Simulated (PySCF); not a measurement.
**Spinor energies of N⁺ (nitrogen, charge +1)**

Start: [He] 2s2 2p2; 2p1/2 filled at m_j = -1/2, +1/2. Calculated with PySCF 2.14 in x2c-TZVPall-2c (5s3p2d1f, 31 functions): generalised Hartree-Fock with the X2C-1e Hamiltonian and a Gaussian nucleus; one run each with spin-orbit coupling (SO) switched off, then screened by Boettger's factors.

| spinor shell | electrons | ε, spin-free (eV) | ε, screened SO (eV) | weight of nominal j (screened SO) | rms radius, screened SO (bohr) |
| --- | --- | --- | --- | --- | --- |
| 1s1/2 | 2 | -443.31 | -443.30 | 1.000 | 0.265 |
| 2s1/2 | 2 | -39.837 | -39.835 | 1.000 | 1.37 |
| 2p1/2 | 2 | -30.297 | -30.299 | 0.502 | 1.39 |

| quantity | spin-free | screened SO |
| --- | --- | --- |
| E (hartree) | -53.91859 | -53.91885 |
| M_J | 0 | 0 |
| ⟨J²⟩ | 2.007 | 1.996 |
| ⟨L²⟩ | 2.003 | 2.003 |
| ⟨S²⟩ | 2.004 | 2.004 |

The determinant has a definite M_J but mixes levels of different J.

Each row is a mean over spinors that exchange with the open shell spreads, by up to 8.607 eV (2s1/2).

Rows whose weight is well below 1 are mixtures of j = l ± 1/2: exchange outweighs spin-orbit coupling there, and the label is only the starting occupation.

Without spin-orbit coupling the j labels of p, d and f shells carry no meaning; the spin-free column gives the mean over the occupied spinors of each nl shell.
